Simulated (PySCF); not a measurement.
Al(F)(Br)(OH) (AlBrFHO), SMILES [OH][Al]([F])[Br]. Geometry optimised at r2SCAN-D4/def2-SVP. The values are those of a single conformer.

All values below come from r2SCAN-D4/def2-SVP in PySCF 2.14.0.

Harmonic wavenumbers (cm⁻¹): 169, 206, 248, 347, 407, 537, 831, 963, 3940. Rotational constants (GHz): 6.593, 1.869, 1.456; symmetry number 1.

Problem. Work out the zero-point energy and the ideal-gas rigid-rotor harmonic-oscillator thermochemistry at 298.15 K and 1 atm.

Solution. ZPE = ½ Σ hcν = ½ × 7649 cm⁻¹ = 10.93 kcal/mol. H − E(el) = 14.95 kcal/mol. Entropy in cal/(mol K): translation 40.78, rotation 27.28, vibration 9.24, total 77.31. G − E(el) = -8.10 kcal/mol. Cp = 18.65 cal/(mol K).
